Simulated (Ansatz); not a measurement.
Basis sets over 8 cases of the highest harmonic wavenumber at PBE with Ansatz (Ga to Br present), each against its own reference: (a) the value in aug-pcseg-2; (b) the value in def2-QZVPPD; (c) the value in pcseg-3. By their distance from other large sets or by the extrapolation step the references are unsure by up to roughly 4 cm⁻¹ and lie short of the limit. Each level at its own minimum, unscaled; unrestricted open shells; no added dispersion term; no relativity. Cartesian d functions in some cases of 3-21G, 6-31G, 6-31G*, 6-31G**, 6-311G**. (X+d) sets on Al to Cl for cc-pVXZ and aug-cc-pVXZ. 

Cases are drawn at random; left out are references unsure by over 17 cm⁻¹, runs with very soft modes, doubtful singlets, and cases whose largest runs show a restricted determinant unstable towards unrestricted orbitals, <S^2> over 0.1 too high or, where CCSD(T) ran, T1 over 0.025 (0.045 for open shells). Sets are drawn from those converged to one state in every case.

Cases (SMILES) and reference values:
- [Se](Cl)Cl: 408 cm⁻¹ (a)
- [Ga][F] (F-Ga) (closed-shell singlet): 581 cm⁻¹ (c)
- Br[Si] (Si-Br), doublet: 405 cm⁻¹ (c)
- [AsH2] (AsH2), doublet: 2118 cm⁻¹ (c)
- [Ge][F] (F-Ge), doublet: 628 cm⁻¹ (b)
- [GeH3] (GeH3), doublet: 2071 cm⁻¹ (c)
- BrCl (Cl-Br): 429 cm⁻¹ (c)
- [Ga][Cl] (Cl-Ga) (closed-shell singlet): 345 cm⁻¹ (c)

| basis | functions over def2-SVP (largest species, mean of cases) | mean signed deviation (cm⁻¹) | mean absolute | largest | within 50 cm⁻¹ |
|---|---|---|---|---|---|
| STO-3G | 0.5 | 174 | 174 | 522 | 2 of 8 |
| pcseg-0 | 0.7 | -38 | 62 | 200 | 5 of 8 |
| 3-21G | 0.7 | -10 | 84 | 175 | 1 of 8 |
| 6-31G | 0.8 | -35 | 46 | 94 | 5 of 8 |
| pcseg-1 | 0.9 | -2 | 9 | 21 | 8 of 8 |
| cc-pVDZ | 1.0 | 6 | 14 | 43 | 8 of 8 |
| def2-SV(P) | 1.0 | 10 | 19 | 51 | 7 of 8 |
| def2-SVP | 1.0 | 11 | 20 | 51 | 7 of 8 |
| 6-31G* | 1.0 | 5 | 14 | 38 | 8 of 8 |
| 6-31G** | 1.1 | 7 | 13 | 38 | 8 of 8 |
| aug-pcseg-1 | 1.3 | -9 | 11 | 18 | 8 of 8 |
| def2-SVPD | 1.3 | -6 | 11 | 28 | 8 of 8 |
| aug-cc-pVDZ | 1.3 | -7 | 8 | 13 | 8 of 8 |
| 6-311G** | 1.4 | -3 | 9 | 20 | 8 of 8 |
| pcseg-2 | 1.6 | 0 | 1 | 4 | 8 of 8 |
| def2-TZVP | 1.6 | 4 | 4 | 8 | 8 of 8 |
| cc-pVTZ | 1.7 | 4 | 4 | 15 | 8 of 8 |
| def2-TZVPD | 2.0 | 1 | 3 | 6 | 8 of 8 |
| def2-TZVPPD | 2.1 | 0 | 2 | 5 | 8 of 8 |
| aug-cc-pVTZ | 2.4 | -1 | 2 | 5 | 8 of 8 |

Among the sets for which every case ran a larger relative (same family, alike in diffuse functions, listed or not), the smallest listed that holds all cases within 50 cm⁻¹ together with them is pcseg-1, at 0.9 times the functions of def2-SVP. Inside, though some case ran no larger relative to test it: 6-311G**, pcseg-2, cc-pVTZ, def2-TZVPD, def2-TZVPPD, aug-cc-pVTZ. Largest deviations of relatives not listed, over the cases that ran them: def2-TZVPP 6, cc-pVQZ 7, aug-pcseg-2 2, def2-QZVPP 2, def2-QZVPPD 0, def2-QZVP 3, pcseg-3 1 cm⁻¹. A case lies within its reference's uncertainty of the window's edge in 3-21G, 6-31G, def2-SV(P), def2-SVP. These figures hold for the cases listed.

Ansatz is an electronic-structure program.
